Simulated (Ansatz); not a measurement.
Ge(vinyl)(OEt)3 (C₈H₁₈GeO₃). Charge 0, multiplicity 1. Geometry r2SCAN-D4/def2-SVP; atoms count from 1.

```xyz
30

Ge    0.442    0.730   -0.348
C     0.323    1.820   -1.922
C    -0.819    2.436   -2.258
H     1.215    1.925   -2.552
H    -1.716    2.349   -1.634
H    -0.895    3.055   -3.161
O     1.814    1.175    0.668
C     2.718    0.219    1.215
C     2.134   -0.518    2.404
H     3.032   -0.507    0.442
H     3.613    0.789    1.520
H     2.887   -1.182    2.858
H     1.792    0.193    3.173
H     1.280   -1.140    2.090
O     0.673   -1.019   -0.607
C    -0.280   -1.749   -1.370
C     0.148   -1.874   -2.820
H    -0.365   -2.750   -0.910
H    -1.284   -1.282   -1.302
H    -0.559   -2.502   -3.386
H     0.191   -0.885   -3.304
H     1.148   -2.332   -2.884
O    -1.125    0.960    0.456
C    -1.459    0.246    1.637
C    -2.923    0.476    1.945
H    -1.260   -0.837    1.508
H    -0.831    0.591    2.483
H    -3.218   -0.052    2.865
H    -3.121    1.551    2.079
H    -3.553    0.115    1.117
```

Q: Estimate the Mulliken populations of the heavy atoms from the PBE0/def2-TZVP orbitals of Ansatz.

A: 
```csv
atom,charge (e)
Ge1,0.80
C2,-0.31
C3,-0.21
O7,-0.40
C8,-0.01
C9,-0.38
O15,-0.39
C16,-0.05
C17,-0.36
O23,-0.39
C24,-0.08
C25,-0.33
```
Mulliken values depend strongly on the basis.

Q: And the Mayer bond orders between heavy atoms (over 0.3)?

A: Ge1–C2 0.97 (1.92 Å); Ge1–O7 1.06 (1.76 Å); Ge1–O15 0.97 (1.78 Å); Ge1–O23 1.03 (1.78 Å); C2–C3 1.94 (1.34 Å); O7–C8 0.98 (1.42 Å); C8–C9 1.01 (1.52 Å); O15–C16 0.97 (1.42 Å); C16–C17 1.02 (1.52 Å); O23–C24 0.97 (1.42 Å); C24–C25 1.02 (1.51 Å).
